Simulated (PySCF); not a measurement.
Computed structure and properties of [Sm(OH)4]−

System: [Sm(OH)4]− (singlet in the valence; each metal's 4f electrons, 5 of them, lie in its core potential, out of spins and levels); start: template (S4). Method: PySCF 2.14.0, RKS PBE0, Sm lcecp-1-SVP with ECP51, O def2-SVP, H def2-SVP; non-relativistic Hamiltonian with scalar-relativistic core potentials where named; density fitting; no spin-orbit coupling.

Input of the relaxation:

```python
mol = gto.M(atom='''
Sm     0.00000     0.00000    -0.00000
O      1.26890     1.26890     1.26890
H      2.03600     1.54100     1.78850
O     -1.26890    -1.26890     1.26890
H     -2.03600    -1.54100     1.78850
O      1.26890    -1.26890    -1.26890
H      1.54100    -2.03600    -1.78850
O     -1.26890     1.26890    -1.26890
H     -1.54100     2.03600    -1.78850''',
    basis={'Sm': 'lcecp-1-SVP', 'O': 'def2-SVP', 'H': 'def2-SVP'},
    ecp={'Sm': 'lcecp-1-SVP'},
    charge=-1, spin=0)
mf = dft.RKS(mol, xc='PBE0')
mf.grids.atom_grid = (50, 194)  # f atoms: unpruned, at least (60, 302)
mf = mf.density_fit()  # fitting sets: Sm AutoAux, O def2-universal-JKFIT, H def2-universal-JKFIT
mf.conv_tol = 1e-08; mf.max_cycle = 55
mf.kernel(dm0)  # dm0: converged density of the start geometry
# quasi-Newton relaxation in Cartesian coordinates to a largest gradient under 0.00045 Eh/bohr, steps kept in the point group
```

Run from Python with OMP_NUM_THREADS=2; the lines above give its settings. Where DIIS fails, smearing, a level shift and second-order steps follow.
It took 83 s on 2 threads of Arm Neoverse V2, with other jobs on the host, from the converged density of the start.

Course of the relaxation:

| step | energy above end (eV) | largest force component within the symmetry (eV/Å) |
| --- | --- | --- |
| 0 | 0.0581 | 0.447 |
| 1 | 0.0247 | 0.153 |
| 2 | 0.0174 | 0.036 |
| 3 | 0.0171 | 0.020 |
| 4 | 0.0159 | 0.099 |
| 5 | 0.0146 | 0.150 |
| 6 | 0.0128 | 0.149 |
| 7 | 0.0106 | 0.066 |
| 10 | 0.0030 | 0.055 |
| 11 | 0.0020 | 0.136 |
| 12 | 0.0004 | 0.030 |
| 13 | 0.0002 | 0.006 |
| 14 | 0.0001 | 0.007 |
| 15 | 0.0000 | 0.011 |
(The steps between are left out.)

Relaxed geometry (S4, nearly Td):

```xyz
9

Sm    0.0000    0.0000    0.0000
O     1.3768    1.1073    1.2465
H     1.9534    1.6434    1.7858
O    -1.3768   -1.1073    1.2465
H    -1.9534   -1.6434    1.7858
O     1.1073   -1.3768   -1.2465
H     1.6434   -1.9534   -1.7858
O    -1.1073    1.3768   -1.2465
H    -1.6434    1.9534   -1.7858
```

```csv
contact,Å
Sm1–O2 (OH),2.162
Sm1–O4 (OH),2.162
Sm1–O6 (OH),2.162
Sm1–O8 (OH),2.162
```

On the finer grid (75, 302):

* HOMO: -2.34 eV
* LUMO: 4.01 eV
* Dipole about the centre of mass: 0.00 D
* Set of Mulliken populations of Sm1 outside the core potential: s 2.16, p 6.46, d 1.45, f 0.10
* D3(BJ) dispersion energy (not in the energies): -0.118 eV

```json
{"atom": "Sm1", "Mulliken (e)": "0.83", "Löwdin (e)": "0.34", "spin (e)": "0.00"}
{"atom": "O2", "Mulliken (e)": "-0.58", "Löwdin (e)": "-0.37", "spin (e)": "0.00"}
{"atom": "H3", "Mulliken (e)": "0.12", "Löwdin (e)": "0.04", "spin (e)": "0.00"}
{"atom": "O4", "Mulliken (e)": "-0.58", "Löwdin (e)": "-0.37", "spin (e)": "0.00"}
{"atom": "H5", "Mulliken (e)": "0.12", "Löwdin (e)": "0.04", "spin (e)": "0.00"}
{"atom": "O6", "Mulliken (e)": "-0.58", "Löwdin (e)": "-0.37", "spin (e)": "0.00"}
{"atom": "H7", "Mulliken (e)": "0.12", "Löwdin (e)": "0.04", "spin (e)": "0.00"}
{"atom": "O8", "Mulliken (e)": "-0.58", "Löwdin (e)": "-0.37", "spin (e)": "0.00"}
{"atom": "H9", "Mulliken (e)": "0.12", "Löwdin (e)": "0.04", "spin (e)": "0.00"}
```

The 4f levels lie in the core potential and are missing. Their spin isn't counted.

On the grid (50, 194), as all that follows. Harmonic modes: a minimum; lowest 106 cm⁻¹ (negative: unstable), highest 4017 cm⁻¹, zero-point energy 1.257 eV.

Taking off one OH (charge -1, singlet; the rest: singlet) in vacuum, both parts rigid, costs 5.53 eV; the small basis without counterpoise inflates it.

Rigid scan of OH along the line from its metal:

distance to O2 (Å), energy (eV) and a bar:
```
     1.86      1.032 #########
     1.96      0.393 ####
     2.06      0.085 #
     2.16      0.000 
     2.26      0.063 #
     2.36      0.220 ##
     2.56      0.680 ######
     2.86      1.462 #############
     3.26      2.387 ######################
     3.76      3.261 ##############################
```

One start shape was tried, so this needn't be the lowest isomer.

An lcecp potential fixes the number of 4f electrons, so in runs with it no electron can move into or out of that shell.
